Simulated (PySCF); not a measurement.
## [C4H5F3S]-: g tensor and hyperfine couplings

Species: C4H5F3S (charge -1 and doublet state).
Z-matrix (Å and degrees, GFN2-xTB geometry), rows numbered from 1:
```
C 
C   1  1.3966
S   2  1.7677  1  122.52
C   3  1.8794  2   97.23  1  -104.00
C   2  1.4559  1  117.73  3   152.37
F   5  1.4087  2  117.73  1   -67.39
F   5  1.3683  2  112.81  1    50.36
F   5  1.3522  2  115.86  1   170.77
H   1  1.0766  2  121.38  3  -150.84
H   1  1.0736  2  120.00  3    25.78
H   4  1.0860  3  108.56  2    57.96
H   4  1.0862  3  108.58  2   -62.10
H   4  1.0859  3  107.68  2   178.04
```

The hyperfine couplings belong to this conformer and change with its torsions.

Identity: `[CH2-][C](SC)C(F)(F)F` [radical] (charge -1).

Level of theory: PySCF, UKS B3LYP, pcH-1 on C F H S, non-relativistic, mean-field spin-orbit, GIAO. Whether the extra electron is bound in the gas phase wasn't checked; a finite basis holds it in any case. The geometry wasn't refined by DFT: couplings that depend on bond lengths, twists or pyramidal angles can differ widely from those at the functional's own minimum, by a factor of two or more for some ions and for spin on atoms past the first row. The frame is twisted about the C1–C2 bond at this geometry (dihedral H9–C1–C2–C5 = 2°); couplings at other torsion angles weren't computed. No stability test was run, so a lower SCF solution isn't excluded.

| Property | Result |
| --- | --- |
| g1, g2, g3 | 2.00087, 2.00267, 2.00278 |
| g_iso | 2.00211 |
| Form of g | close to axial: the two nearest values differ by 6 % of g3 − g1 |
| ⟨S²⟩ | 0.7538 (exact 0.7500) |
| HOMO–LUMO gap, α and β orbitals | 3.20, 5.63 eV |
| Total energy | -853.15494 Eh |

Isotropic coupling and dipolar principal values T1 to T3, in MHz; ρ(0) is the spin density at the nucleus:

| atom | isotope | a_iso | of which spin–orbit | T1 | T2 | T3 | Mulliken spin population | ρ(0) (bohr⁻³) |
| --- | --- | --- | --- | --- | --- | --- | --- | --- |
| C1 | 13C | 49.6 | -0.1 | -52.7 | -52.4 | 105.1 | 0.72 | 0.0442 |
| C2 | 13C | 61.0 | -0.1 | -22.8 | -17.9 | 40.7 | 0.18 | 0.0543 |
| S3 | 33S | -7.5 | -0.1 | -8.1 | -4.7 | 12.8 | 0.05 | -0.0218 |
| C4 | 13C | 89.9 | 0.0 | -2.9 | -2.7 | 5.6 | 0.03 | 0.0800 |
| C5 | 13C | -2.6 | 0.0 | -5.3 | -3.4 | 8.6 | 0.04 | -0.0023 |
| F6 | 19F | 174.1 | 0.0 | -46.3 | -43.1 | 89.4 | 0.02 | 0.0414 |
| F7 | 19F | 19.1 | 0.1 | -14.8 | -14.3 | 29.1 | 0.00 | 0.0045 |
| F8 | 19F | 38.3 | 0.0 | -18.3 | -16.6 | 34.9 | 0.00 | 0.0091 |
| H9 | 1H | -35.9 | 0.0 | -26.4 | 1.6 | 24.7 | -0.03 | -0.0080 |
| H10 | 1H | -40.5 | 0.0 | -26.3 | 1.2 | 25.0 | -0.03 | -0.0091 |
| H11 | 1H | -2.0 | 0.0 | -3.0 | -0.4 | 3.3 | 0.00 | -0.0005 |
| H12 | 1H | -2.6 | 0.0 | -3.6 | -0.6 | 4.2 | 0.00 | -0.0006 |
| H13 | 1H | -1.4 | 0.0 | -2.7 | -2.0 | 4.6 | 0.02 | -0.0003 |

Largest spin populations (Mulliken): C1 (+0.72) and C2 (+0.18). The angles at C1 add up to 359.9°, so it is planar; its axial dipolar tensor and the negative couplings of its protons fit spin in a p orbital normal to that plane.

The SMILES `[CH2-][C](SC)C(F)(F)F` draws the unpaired electron on C2, whose computed spin population is only +0.18.

Axes: g3 points within 15° of the C2–S3 bond.

Under fast tumbling the dipolar parts average out, and these isotropic splittings remain: 3 × 19F (F6/F7/F8, I = 1/2, 4 lines) with 2.75 mT, 1 × 1H (H10, I = 1/2, 2 lines) with 1.44 mT, 1 × 1H (H9, I = 1/2, 2 lines) with 1.28 mT and 3 × 1H (H11/H12/H13, I = 1/2, 4 lines) with 0.07 mT.

Nuclei that the bonding pattern makes equivalent are averaged, as if the motion that swaps them (rotation, inversion, ring flip) were fast. H9 and H10 aren't averaged: C1 is flat or nearly so (angle sum 360°), and its turn about the short C1–C2 bond (1.40 Å) is taken as slow. The three 19F nuclei of mean +77.2 MHz run from 19.1 to 174.1 MHz in the frozen geometry.

The 33S coupling of S3 (-7.5 MHz) shows only in satellite lines or after enrichment, since that isotope makes up about 0.76 % of natural sulfur.

The 13C coupling of C4 (89.9 MHz) shows only in satellite lines or after enrichment, since that isotope makes up about 1.07 % of natural carbon.
